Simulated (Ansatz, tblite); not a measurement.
Dissociation curve of GeBe, lowest triplet found (which spin is the ground state isn't settled by this scan). Each curve is given relative to its own lowest point between 1.89 and 2.73 Å, where full CI is lowest.

```csv
R / Å,A,B,C,D
1.56,4.088,4.072,5.548,3.671
1.68,2.276,2.264,2.215,1.969
1.78,1.297,1.287,0.879,1.074
1.89,0.617,0.609,0.216,0.472
1.95,0.376,0.369,0.063,0.268
2.07,0.095,0.089,0.000,0.048
2.10,0.057,0.051,0.017,0.023
2.17,0.005,0.000,0.086,0.000
2.24,0.000,0.626,0.185,0.016
2.32,0.028,0.576,0.317,0.069
2.45,0.127,0.572,0.549,0.207
2.55,0.228,0.609,0.726,0.336
2.73,0.418,—,0.995,0.584
2.90,0.582,—,1.157,0.806
3.15,0.762,—,1.338,1.083
3.46,0.894,—,1.502,1.323
3.82,0.972,—,1.628,1.492
4.24,1.016,—,1.708,1.597
4.72,1.040,—,1.753,1.651
5.43,1.055,—,1.783,1.680
6.28,—,—,1.796,1.688
7.33,—,—,1.800,1.691
```

Energies in eV.

Problem. Match the curves with the methods Ansatz (a program for electronic structure) with full CI/aug-cc-pVDZ, cores with 3d frozen; tblite with GFN2-xTB, 300 K electronic temperature; Ansatz with CCSD(T) on ROHF/aug-cc-pVDZ, cores with 3d frozen; Ansatz with unrestricted PBE/aug-cc-pVDZ.

Solution. A is FCI; B is ROCCSD(T); C is GFN2-xTB; D is UKS-PBE.

Dashes: no converged value, or the column stops at the first point that the program doubted or that broke a chosen test of continuity, which isn't proof of a fault.

The T1 diagnostic of CCSD on the restricted reference of ROCCSD(T) exceeds 0.045 at 1.56 to 2.17, 2.45 to 2.73 Å. At the minimum ROCCSD(T) lies far from FCI: another state is possible. Also computed but left out beside FCI, since their determinant holds another spin at the minimum (<S²> over 0.7 above the pure value): UHF, UMP2, UCCSD, UCCSD(T), UCCSDT, UCCSDT(Q).
